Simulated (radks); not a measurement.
In2+, configuration [Kr] 4d10 6p1 (not the ground configuration).

All-electron calculation, scalar-relativistic Kohn-Sham, PBEsol, spin-polarised, spherical densities, finite nucleus; open shells are filled with parallel spins first (spin-orbit coupling, left out, can overturn this in heavy ions); Fermi nuclear charge, rms radius 4.6156 fm. Program: a radial shooting solver on a logarithmic mesh with Libxc functionals.

Energy parts (eV):
part                       energy
total                 -159928.407
kinetic                166674.254
electron-nucleus      -385659.268
Hartree                 63306.598
exchange-correlation    -4249.991

Orbitals (lengths in bohr, moments of r in powers of bohr):
[
 {"orbital": "1s up", "occ.": "1", "eigenvalue (eV)": "-27762.24", "<1/r>": "51.83", "<r^2>": "0.001195", "<r>": "0.02973"},
 {"orbital": "1s down", "occ.": "1", "eigenvalue (eV)": "-27762.23", "<1/r>": "51.83", "<r^2>": "0.001195", "<r>": "0.02973"},
 {"orbital": "2s up", "occ.": "1", "eigenvalue (eV)": "-4177.539", "<1/r>": "11.81", "<r^2>": "0.01949", "<r>": "0.1286"},
 {"orbital": "2s down", "occ.": "1", "eigenvalue (eV)": "-4177.537", "<1/r>": "11.81", "<r^2>": "0.01949", "<r>": "0.1286"},
 {"orbital": "2p up", "occ.": "3", "eigenvalue (eV)": "-3752.869", "<1/r>": "11.38", "<r^2>": "0.01537", "<r>": "0.1122"},
 {"orbital": "2p down", "occ.": "3", "eigenvalue (eV)": "-3752.864", "<1/r>": "11.38", "<r^2>": "0.01537", "<r>": "0.1122"},
 {"orbital": "3s up", "occ.": "1", "eigenvalue (eV)": "-811.9976", "<1/r>": "4.179", "<r^2>": "0.1392", "<r>": "0.3488"},
 {"orbital": "3s down", "occ.": "1", "eigenvalue (eV)": "-811.9913", "<1/r>": "4.179", "<r^2>": "0.1392", "<r>": "0.3488"},
 {"orbital": "3p up", "occ.": "3", "eigenvalue (eV)": "-672.9193", "<1/r>": "3.980", "<r^2>": "0.1400", "<r>": "0.3473"},
 {"orbital": "3p down", "occ.": "3", "eigenvalue (eV)": "-672.9122", "<1/r>": "3.980", "<r^2>": "0.1400", "<r>": "0.3473"},
 {"orbital": "3d up", "occ.": "5", "eigenvalue (eV)": "-456.7706", "<1/r>": "3.753", "<r^2>": "0.1251", "<r>": "0.3245"},
 {"orbital": "3d down", "occ.": "5", "eigenvalue (eV)": "-456.7642", "<1/r>": "3.753", "<r^2>": "0.1251", "<r>": "0.3245"},
 {"orbital": "4s up", "occ.": "1", "eigenvalue (eV)": "-143.6148", "<1/r>": "1.634", "<r^2>": "0.8142", "<r>": "0.8480"},
 {"orbital": "4s down", "occ.": "1", "eigenvalue (eV)": "-143.5991", "<1/r>": "1.634", "<r^2>": "0.8140", "<r>": "0.8479"},
 {"orbital": "4p up", "occ.": "3", "eigenvalue (eV)": "-102.1334", "<1/r>": "1.478", "<r^2>": "0.9700", "<r>": "0.9209"},
 {"orbital": "4p down", "occ.": "3", "eigenvalue (eV)": "-102.1138", "<1/r>": "1.478", "<r^2>": "0.9695", "<r>": "0.9207"},
 {"orbital": "4d up", "occ.": "5", "eigenvalue (eV)": "-42.3984", "<1/r>": "1.156", "<r^2>": "1.575", "<r>": "1.153"},
 {"orbital": "4d down", "occ.": "5", "eigenvalue (eV)": "-42.3519", "<1/r>": "1.157", "<r^2>": "1.572", "<r>": "1.152"},
 {"orbital": "6p up", "occ.": "1", "eigenvalue (eV)": "-9.0202", "<1/r>": "0.2263", "<r^2>": "36.67", "<r>": "5.743"}
]

The highest occupied level is 6p up at -9.020 eV. Summed over all electrons, <r^2> = 62.36 bohr^2, which gives a Langevin (diamagnetic) susceptibility term of -49.4 x 10^-6 cm^3/mol. The electron density at the nucleus is 1.792e+05 e/bohr^3 (large components only).
